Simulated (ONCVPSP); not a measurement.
carbon: ONCV pseudisation with PBE, scalar-relativistic reference atom.

The input file (ONCVPSP 4.0.1):

```
# ATOM AND REFERENCE CONFIGURATION
# atsym  z   nc   nv     iexc    psfile
  C 6.00    1    2        4      upf
#
#   n    l    f
    1    0    2.00
    2    0    1.00
    2    1    3.00
#
# PSEUDOPOTENTIAL AND OPTIMIZATION
# lmax
    1
#
#   l,   rc,      ep,       ncon, nbas, qcut
    0    1.15    0.00    4    7    6.90
    1    2.95    0.00    3    7    5.00
#
# LOCAL POTENTIAL
# lloc, lpopt,  rc(5),   dvloc0
    4    5    0.70    3.00
#
# VANDERBILT-KLEINMAN-BYLANDER PROJECTORs
# l, nproj, debl
    0    2    3.90
    1    1    2.00
#
# MODEL CORE CHARGE
# icmod, fcfact, rcfact
    3    5.50    1.25
#
# LOG DERIVATIVE ANALYSIS
# epsh1, epsh2, depsh
   -2.00    5.00    0.02
#
# OUTPUT GRID
# rlmax, drl
    6.00    0.01
#
# TEST CONFIGURATIONS
# ncnf
    4
# nvcnf
#   n    l    f
    2
    2    0    2.00
    2    1    2.00
#
    2
    2    0    2.00
    2    1    1.00
#
    2
    2    0    2.00
    2    1    0.00
#
    2
    2    0    1.00
    2    1    0.00
#
```

Command:

```bash
oncvpsp.x < C.dat > C.out
```

Output (shortened: citation, most of the input echo, consistency checks and plot data are left out):

```
ONCVPSP  (Optimized Norm-Conservinng Vanderbilt PSeudopotential)
scalar-relativistic version 4.0.1

#   n    l    f        energy (Ha)
    1    0    2.00    -1.0082046E+01
    2    0    1.00    -5.2188039E-01
    2    1    3.00    -2.0992004E-01

Reference configufation results
  iterations    22
  all-electron total energy (Ha)   -3.74532557D+01

Begin loop to  construct optimized pseudo wave functions
and semi-local pseudopoentials for all angular momenta

   Wellstate for l =  0  n =  4
     eigenvalue =   3.3781
     asymptotic potential =   3.8781
     half-point radius =  2.6768

Calculating optimized projector #   1

 for l=   0

    Fraction of norm inside rc  0.303111
    Optimizing pswf for qcut=   6.92 a_B^-1,  ecut=  23.92 Ha
    Residual kinetic energy error=  1.95D-04 Ha

    Energy error per electron        Cutoff
         Ha          eV             Ha
         0.01000     0.27211       12.70
         0.00100     0.02721       19.49
         0.00010     0.00272       31.37
         0.00001     0.00027       81.71

Calculating optimized projector #   2

 for l=   0

    Fraction of norm inside rc  0.084458
    Optimizing pswf for qcut=   6.92 a_B^-1,  ecut=  23.92 Ha
    Residual kinetic energy error=  5.70D-04 Ha

    Energy error per electron        Cutoff
         Ha          eV             Ha
         0.01000     0.27211       15.45
         0.00100     0.02721       22.17
         0.00010     0.00272       41.91
         0.00001     0.00027      107.11

Calculating optimized projector #   1

 for l=   1

    Fraction of norm inside rc  0.885620
    Optimizing pswf for qcut=   4.99 a_B^-1,  ecut=  12.47 Ha
    Residual kinetic energy error=  1.25D-07 Ha

    Energy error per electron        Cutoff
         Ha          eV             Ha
         0.01000     0.27211        5.85
         0.00100     0.02721        7.75
         0.00010     0.00272        9.20
         0.00001     0.00027       10.47

Construct Vanderbilt / Kleinmman-Bylander projectors

B matrix Hermiticity error, ll=   0
   1   2   -1.7756E-04

  Orthonormal projector coefficients  9.0305E+00  8.8294E-01

Model core correction analysis
  based on d2Exc/dn_idn_j

d2excae - all-electron derivatives

   -5.246806D-02   -4.404947D-02
   -4.405449D-02   -4.057620D-02

d2excps - pseudofunction derivatives with no core correction

   -5.227758D-02   -4.463089D-02
   -4.463491D-02   -4.095484D-02

rms 2nd derivative error    4.622170E-04

rmatch, rhocmatch    0.6067    1.6850

Teter function model core charge with specified parameters

d2excps - pseudofunction derivatives with core correction

   -5.193316D-02   -4.475244D-02
   -4.475642D-02   -4.122427D-02

rms 2nd derivative error    6.505734E-04

Pseudoatom total energy   -4.889362

Diagnostic tests using Vanderbilt-Kleinman-Bylander pseudopotentials
  1 or more projectors used as specified by nproj input data

   l    rcore       rmatch      e in        delta e   norm test  slope test

   0   1.1507464   1.1856856  -0.5218804  -0.0000050   1.0000271   0.9998976
   0   1.1507464   1.1856856   3.3781196   0.0000026   1.0002259   1.0002259

   1   2.9611512   3.0510582  -0.2099200  -0.0000015   0.9999960   0.9999933

 Testing for bound ghosts
   n   l    E NL Schr. Eq   E Basis Diag.   E Cutoff

   1   0       -0.521885       -0.488280    140.79

   2   1       -0.209922       -0.209714     17.67

 Testing for highly-localized positive-energy ghosts
       l    <radius>/rc     E Basis Diag.   E Cutoff

Test configuration 0

   n   l     f        eae           eps        diff
   1   0  2.0000  -10.08204617
   2   0  1.0000   -0.52188039   -0.52188542   -5.03D-06
   2   1  3.0000   -0.20992004   -0.20992155   -1.51D-06

    Total energies and differences
      AE_ref= -3.74532557D+01  AE_tst= -3.74532557D+01  dif=  0.00D+00
      PS_ref= -4.88936167D+00  PS_tst= -4.88936167D+00  dif=  7.99D-15
      PSP excitation error= -7.99D-15

Test configuration 1

   n   l     f        eae           eps        diff
   1   0  2.0000  -10.04653975
   2   0  2.0000   -0.50533470   -0.49807442    7.26D-03
   2   1  2.0000   -0.19423794   -0.18983439    4.40D-03

    Total energies and differences
      AE_ref= -3.74532557D+01  AE_tst= -3.77648101D+01  dif= -3.12D-01
      PS_ref= -4.88936167D+00  PS_tst= -5.19950849D+00  dif= -3.10D-01
      PSP excitation error= -1.41D-03

Test configuration 2

   n   l     f        eae           eps        diff
   1   0  2.0000  -10.59828850
   2   0  2.0000   -0.94660504   -0.92830972    1.83D-02
   2   1  1.0000   -0.62491307   -0.59957810    2.53D-02

    Total energies and differences
      AE_ref= -3.74532557D+01  AE_tst= -3.73656641D+01  dif=  8.76D-02
      PS_ref= -4.88936167D+00  PS_tst= -4.81292821D+00  dif=  7.64D-02
      PSP excitation error=  1.12D-02

Test configuration 3

   n   l     f        eae           eps        diff
   1   0  2.0000  -11.33875003
   2   0  2.0000   -1.48389780   -1.43219032    5.17D-02

    Total energies and differences
      AE_ref= -3.74532557D+01  AE_tst= -3.64779494D+01  dif=  9.75D-01
      PS_ref= -4.88936167D+00  PS_tst= -3.97576802D+00  dif=  9.14D-01
      PSP excitation error=  6.17D-02

Test configuration 4

   n   l     f        eae           eps        diff
   1   0  2.0000  -12.19649715
   2   0  1.0000   -2.06185373   -1.99305080    6.88D-02

    Total energies and differences
      AE_ref= -3.74532557D+01  AE_tst= -3.47068548D+01  dif=  2.75D+00
      PS_ref= -4.88936167D+00  PS_tst= -2.26435977D+00  dif=  2.63D+00
      PSP excitation error=  1.21D-01
```

The run took about 1.4 s on one core of a shared server CPU.
